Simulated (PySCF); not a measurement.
# Correlation energy of Pt²⁺ (platinum, charge +2)

[Xe] 4f14 5d7 6s1, high-spin 5F determinant (an excited configuration). All numbers are calculated (PySCF 2.14, a scalar-relativistic core potential, in aug-cc-pVDZ-PP with ECP60MDF (5s5p4d2f, 54 functions)). Frozen: 5s2 5p6; 8 electrons correlated.

```json
{"level": "CCSD", "correlation energy (mhartree)": "-147.43"}
{"level": "(T)", "correlation energy (mhartree)": "-1.96"}
{"level": "CCSD(T)", "correlation energy (mhartree)": "-149.39"}
```

Diagnostics: T1 = 0.0056, D1 = 0.0134, largest double amplitude 0.022.

Spin-orbit coupling, absent here, splits the open shell strongly.

Cost of the coupled-cluster step: roughly 10 core-seconds, for 8 correlated electrons.
